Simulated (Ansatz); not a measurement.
Two structures of CH$_{4}$BrIn, closed shell, reached by relaxing down either side of one saddle point (PBE0-D4/def2-TZVP). Energies are electronic, without zero-point energy. Computed with Ansatz 0.2.0 (basis: def2-TZVPP and def2-QZVPP); correlated methods freeze the cores. Filled d shells of the heavier atoms are correlated. Core potentials replace the inner electrons of the atoms past krypton. The def2 sets are not built for correlating such inner shells, so the correlated values are less sure here. Extrapolation: Hartree–Fock as exp(−7.88 √X), correlation as X^−2.97. First:

| atom | x (Å) | y (Å) | z (Å) |
| --- | --- | --- | --- |
| In1 | -0.4592 | -0.7870 | -0.5838 |
| Br2 | 1.4414 | -1.5726 | -2.0037 |
| H3 | -1.8944 | -1.6607 | -0.8980 |
| C4 | 0.1367 | 0.8011 | 0.7088 |
| H5 | -0.6974 | 1.1781 | 1.2994 |
| H6 | 0.9196 | 0.4340 | 1.3739 |
| H7 | 0.5533 | 1.6070 | 0.1034 |

Second:

In1  (-0.023, -0.364, -0.335)
Br2  (-0.218, -3.311, -3.052)
H3  (-0.147, -2.237, -2.062)
C4  (0.083, 1.262, 1.164)
H5  (-0.895, 1.434, 1.624)
H6  (0.793, 1.014, 1.960)
H7  (0.408, 2.200, 0.701)
(Å)

Which bonds change from the first to the second?

CH₄BrIn ([CH3][InH][Br]) → CH₃In ([CH3][In]) + HBr; bonds formed: Br2–H3; bonds broken: In1–Br2, In1–H3.

Give the saddle point's structure and its height above each. (Judge from chemistry; the value comes from the calculation.)

By the calculation: 43.08 kcal/mol above the first and 11.52 kcal/mol above the second (CCSD(T) at an estimated basis limit (MP2 extrapolated from triple and quadruple zeta, plus CCSD(T) − MP2 in triple zeta)).
In1  (-0.945, -0.604, -0.240)
Br2  (0.815, -1.989, -2.168)
H3  (-0.899, -1.904, -1.488)
C4  (0.115, 0.931, 0.841)
H5  (-0.556, 1.462, 1.516)
H6  (0.922, 0.469, 1.414)
H7  (0.548, 1.633, 0.125)
(Å)

The T1 diagnostic stays at or below 0.015. The restricted Hartree–Fock reference is unstable towards an unrestricted one at one or more of these structures.

Labels in which every atom is bracketed show which atoms are joined, not bond orders.

For scale, one of the runs: CCSD(T)/def2-TZVPP, 185 basis functions (an equivalent command: `ansatz run in.yaml --threads 4`). The run took 66 s on 4 CPU threads (shared host), with 2.1 GiB of host memory at its peak.
